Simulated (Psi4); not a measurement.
FIn, charge +1, doublet, at a GFN2-xTB geometry (such geometries of metal compounds can be far from the true shape) (a state made from the parent by changing its charge; the spin is typed, not shown lowest) (core potentials on In).

The Psi4 input:
```
memory 2 GB

molecule mol {
1 2
  In   -0.000000   -0.000000   -0.354956
  F     0.000000    0.000000    1.932536
}

set basis def2-svpd
set reference uks
set scf_type pk
set puream true
set d_convergence 1e-8
set dft_radial_points 99
set dft_spherical_points 590

energy('cam-b3lyp')
print_variables()
```

What does this run give for the <S^2>, nuclear repulsion energy?


| Item | Result |
|---|---|
| <S^2> | 0.771 |
| nuclear repulsion energy | 43.7223 Eh |

These values belong to the state on which the SCF converged, which isn't shown to be the lowest.
